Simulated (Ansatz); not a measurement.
`C#C[Si](F)(C#C)C#C` + H₂ → `C#C[SiH](C#C)C#C` + H–F at 400 K and 1 bar (hydrogenolysis of the Si–F bond).

Computed with Ansatz on PBE0-D4/def2-TZVP structures; ΔE is electronic, products minus reactants. CCSD(T)/CBS adds triple-zeta CCSD(T) − MP2 to the extrapolated MP2 energy (def2 sets, frozen cores). This one scheme is used for every species.

| species | CCSD(T)/CBS energy (Eh) | H − E (kJ/mol) | S (J/(mol·K)) |
| --- | --- | --- | --- |
| `C#C[Si](F)(C#C)C#C` | -618.90365 | 205.0 | 434.9 |
| H₂ | -1.17544 | 38.0 | 139.0 |
| `C#C[SiH](C#C)C#C` | -519.63731 | 215.6 | 413.1 |
| H–F | -100.39570 | 36.5 | 182.2 |

H − E and S are ideal-gas, rigid-rotor, harmonic terms from PBE0-D4/def2-TZVP. For small species the MP2-based limit differs from directly extrapolated CCSD(T) by up to some mEh (0.8 for H₂); such offsets cancel only in part. 1 Eh = 2625.50 kJ/mol, R = 8.31446 J/(mol·K).

Question: By hand: ΔE, ΔH, ΔS and ΔG.

Answer: ΔE = (-519.63731) + (-100.39570) − (-618.90365) − (-1.17544) = 0.04608 Eh = 121.0 kJ/mol. Δ(H − E) = 215.6 + 36.5 − 205.0 − 38.0 = 9.1, so ΔH = 130.1 kJ/mol. ΔS = 413.1 + 182.2 − 434.9 − 139.0 = 21.4 J/(mol·K). ΔG = 130.1 − 400 × (21.4)/1000 = 121.5 kJ/mol.

Question: By hand: the equilibrium constant, and the temperature at which ΔG would vanish if ΔH and ΔS stayed fixed.

Answer: log₁₀ K = −ΔG/(RT ln 10) = -15.9. ΔG = 0 at ΔH/ΔS = 6079 K, far beyond where these terms or the molecules hold.

ΔH outweighs TΔS. A doubt of 5 kJ/mol in ΔE shifts log₁₀ K by 0.7 here. These are equilibria of isolated gas molecules and say nothing of rates. Largest T1 diagnostic: 0.014 (customary marks: 0.02 for closed shells, 0.045 for open ones).
